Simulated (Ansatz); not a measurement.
`CB(C)N[SiH3]` + H₂ → `CBN[SiH3]` + CH₄ at 500 K and 1 bar (hydrogenolysis of a B–C bond).

Program: Ansatz. Geometries: PBE0-D4/def2-TZVP. ΔE: electronic, gas phase. CCSD(T)/CBS is the MP2 limit (def2-TZVPP, def2-QZVPP) plus CCSD(T) − MP2 in def2-TZVPP, frozen cores. This one scheme is used for every species. Each species was taken in one conformer, which may not be the lowest.

| species | CCSD(T)/CBS energy (Eh) | H − E (kJ/mol) | S (J/(mol·K)) |
| --- | --- | --- | --- |
| `CB(C)N[SiH3]` | -450.78486 | 371.7 | 455.7 |
| H₂ | -1.17544 | 41.0 | 145.5 |
| `CBN[SiH3]` | -411.50704 | 286.9 | 396.3 |
| CH₄ | -40.46206 | 135.6 | 206.8 |

H − E and S are ideal-gas, rigid-rotor, harmonic terms from PBE0-D4/def2-TZVP, for one conformer and one mirror image of each species. For small species the MP2-based limit differs from directly extrapolated CCSD(T) by up to some mEh (0.8 for H₂); such offsets cancel only in part. 1 Eh = 2625.50 kJ/mol, R = 8.31446 J/(mol·K).

**Question.** By hand: ΔE, ΔH, ΔS and ΔG.

**Answer.** ΔE = (-411.50704) + (-40.46206) − (-450.78486) − (-1.17544) = -0.00880 Eh = -23.1 kJ/mol. Δ(H − E) = 286.9 + 135.6 − 371.7 − 41.0 = 9.8, so ΔH = -13.3 kJ/mol. ΔS = 396.3 + 206.8 − 455.7 − 145.5 = 1.9 J/(mol·K). ΔG = -13.3 − 500 × (1.9)/1000 = -14.2 kJ/mol.

**Question.** By hand: the equilibrium constant, and the temperature at which ΔG would vanish if ΔH and ΔS stayed fixed.

**Answer.** log₁₀ K = −ΔG/(RT ln 10) = 1.5. ΔH and −TΔS have one sign here, so there is no such temperature.

The number of gas molecules stays the same, so ΔS is small and ΔH decides. A doubt of 5 kJ/mol in ΔE shifts log₁₀ K by 0.5 here. Other conformers and mirror images would add mixing entropy, several J/(mol·K) or more a flexible species. Modes under 60 cm⁻¹, often nearly free rotors, make the harmonic entropy too high. These are equilibria of isolated gas molecules and say nothing of rates. Largest T1 diagnostic: 0.012 (customary marks: 0.02 for closed shells, 0.045 for open ones).

ΔS is within the doubt of such terms, so its sign, and with it that verdict, could turn.
